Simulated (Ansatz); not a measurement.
A run for Ansatz (an electronic-structure program): R-CCSD(T)/def2-TZVPP on ClHOPb (SMILES [OH][Pb][Cl]), a point of a torsion scan. Elements past Kr take the def2 small-core potentials; no spin–orbit coupling. The run froze 15 orbitals, filled d shells among them.

Ansatz 0.2 input:
```yaml
crystal:
  periodic: [false, false, false]
  atoms:
    - {symbol: O, position_ang: [-1.24512838, 0.09593132, -0.08615756]}
    - {symbol: Pb, position_ang: [0.45648857, 1.15150697, -0.63107465]}
    - {symbol: Cl, position_ang: [2.24645249, -0.57543863, -0.50862501]}
    - {symbol: H, position_ang: [-1.43845210, -0.65161794, 0.47077899]}
basis:
  gaussian:
    orbitals: def2-TZVPP
magnetization: {spin_polarized: false}
correlation: {method: ccsd_t, electrons: outside_noble_gas}
scf: {lower_state_search: off}
```

The head of its log:

```
WARN ansatz: RAYON_NUM_THREADS=1 ignored (pool sized by the plan → 1); use --threads N
Functional definition: HF
these checks for a lower state are left out or cut short: stability, starts, cluster_reference, orbital_swaps, neighbouring_geometries, increment
integrals: 0.26 GiB planned
1015 factors; integrals over basis functions are off by at most 9.7e-4 eV
mean field: 0.39 GiB planned
mean field evaluation 1: about -19776.0067 eV, gradient 4.5e1 eV
mean field evaluation 2: about -19776.0201 eV, gradient 4.5e1 eV
mean field evaluation 4: about -19779.9200 eV, gradient 3.1e0 eV
mean field evaluation 8: about -19779.9658 eV, gradient 3.7e-1 eV
mean field -19779.96701848 eV, -726.9003805858 hartree, gradient 7.1e-6 eV, S^2 0.000000; 0 other end points of the search recorded, 0 dependent functions left out
15 core orbitals not correlated, not the lowest: weight in the atoms' cores, before any rotation towards them, 0.894 or more for the frozen orbitals, at most 0.101 for the correlated occupied ones
reference -19779.96701848 eV, -726.9003805858 hartree; 9, 9 occupied and 113, 113 virtual orbitals, 1015 factors
```

Predict the final total energy.

-727.4533 hartree (reference determinant -726.9004, T1 diagnostic 0.016).
